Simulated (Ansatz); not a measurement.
Species: C2H2O, SMILES `C1=CO1` (charge 0, multiplicity 1).

Task: Give a relaxed geometry from B3LYP-D3(BJ)/def2-TZVP run with Ansatz (a quantum-chemistry and plane-wave program).

Result: the end point of this relaxation (outside a Z-matrix the atoms follow the SMILES, hydrogens last).
Z-matrix (Å, degrees):
```
C
C 1 1.2595
H 1 1.0697 2 161.85
H 2 1.0697 1 161.85 3 0.00
O 1 1.4973 3 133.02 2 180.00
```
